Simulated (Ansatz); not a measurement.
Z-matrix (Å, degrees):
```
Ge
O 1 1.781
Cl 1 2.144 2 110.7
H 1 1.531 2 106.5 3 -117.4
H 1 1.531 2 106.5 3 117.4
```

Charge 0, multiplicity 2.

Q: List the PBE0/def2-TZVPP orbital energies in eV (the Gaussian-basis code of Ansatz). (Estimate.)

A: Ansatz gave: α occupied: -10861.57, -2767.48, -1359.76, -1209.59, -1209.58, -1209.56, -524.56, -259.32, -197.61, -197.46, -197.45, -172.55, -122.38, -122.34, -122.29, -35.33, -35.22, -35.16, -35.11, -35.10, -27.69, -23.03, -15.88, -12.66, -11.46, -11.44, -10.75, -9.74, -9.35, -9.16. α empty: -0.25, 0.14, 0.71, 1.94, 4.42, 5.05, 5.25, 5.49. β occupied: -10861.57, -2767.48, -1359.76, -1209.59, -1209.57, -1209.56, -523.86, -259.32, -197.61, -197.46, -197.46, -172.55, -122.38, -122.34, -122.29, -35.31, -35.22, -35.15, -35.11, -35.08, -25.63, -23.01, -15.68, -11.34, -11.33, -10.91, -9.36, -9.18, -9.07. β empty: -4.61, -0.19, 0.26, 0.81, 2.22, 4.50, 5.09, 5.51. ⟨S²⟩ = 0.754.
